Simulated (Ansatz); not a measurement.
CH6O3Si (`OC(O)O[SiH3]`) from Hartree–Fock to CCSD(T)

```xyz
11

O     0.397    1.360    0.803
C     0.984    0.243    0.251
O     1.821   -0.336    1.189
O     0.049   -0.721   -0.144
Si   -1.383   -0.314   -0.876
H     0.157    1.135    1.710
H     1.536    0.592   -0.632
H     1.851   -1.280    1.003
H    -1.150    0.663   -1.970
H    -2.360    0.248    0.089
H    -1.902   -1.590   -1.422
```

The species carries charge 0 and has multiplicity 1. The structure was optimised at the PBE0-D4/def2-TZVP level. It is one conformer, not always the lowest. Frozen core, restricted reference, Ansatz 0.2.0. CBS rows extrapolate triple and quadruple zeta; past MP2 they add the triple-zeta difference.

| basis | HF (Eh) | MP2 corr. |
| --- | --- | --- |
| def2-TZVPP | -555.05411 | -1.00805 |
| def2-QZVPP | -555.07590 | -1.08708 |

(1) Estimate the CCSD correlation energy and the (T) correction in each basis where they were run (hartree).

## Answers

(1) 
```
     basis  CCSD corr.       (T)
def2-TZVPP    -1.03938  -0.03749
 CBS(def2)    -1.17694     as TZ
```
